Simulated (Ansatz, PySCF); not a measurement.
This Ansatz (a quantum-chemistry and plane-wave program) input computes a PBE/def2-TZVPD energy:

Ansatz 0.2 input:
```yaml
crystal:
  periodic: [false, false, false]
  atoms:
    - {symbol: C, position_ang: [1.93247872, -0.08126440, 0.33074858]}
    - {symbol: C, position_ang: [0.69176641, -0.29335810, 0.02596781]}
    - {symbol: C, position_ang: [-0.61454548, -0.46758402, -0.12127848]}
    - {symbol: O, position_ang: [-1.56059938, 0.62372403, -0.10743010]}
    - {symbol: H, position_ang: [2.60144646, 0.10003207, -0.52662456]}
    - {symbol: H, position_ang: [-1.13045468, -1.41076118, -0.23471314]}
    - {symbol: H, position_ang: [-1.04439465, 1.37417593, 0.20815091]}
basis:
  gaussian:
    orbitals: def2-TZVPD
hamiltonian:
  xc: {name: PBE}
total_charge: -1
output: {forces: true}
```

**Question.** Write an input for the same energy in PySCF and say what it gives.

**Answer.** 
```python
from pyscf import gto, scf, dft

mol = gto.M(
    atom='''
    C     1.93247872   -0.08126440    0.33074858
    C     0.69176641   -0.29335810    0.02596781
    C    -0.61454548   -0.46758402   -0.12127848
    O    -1.56059938    0.62372403   -0.10743010
    H     2.60144646    0.10003207   -0.52662456
    H    -1.13045468   -1.41076118   -0.23471314
    H    -1.04439465    1.37417593    0.20815091
    ''',
    basis='def2-tzvpd',
    charge=-1,
    spin=0,
    verbose=4,
)

mf = dft.RKS(mol, xc='pbe').density_fit(auxbasis='def2-universal-jkfit')
mf.grids.level = 3
mf.conv_tol = 1e-9
mf.max_cycle = 100
mf.max_memory = 1500
mf.kernel()
if not mf.converged:
    mf = mf.newton()
    mf.kernel(mf.make_rdm1())
mf.analyze()
```
It gives -191.10033 Eh, and Ansatz -191.10027 Eh, a difference of 0.06 mEh, from the treatment of integrals and grids.

It need not be the lowest isomer of its formula. Whether it binds its extra electron was not tested at this geometry.
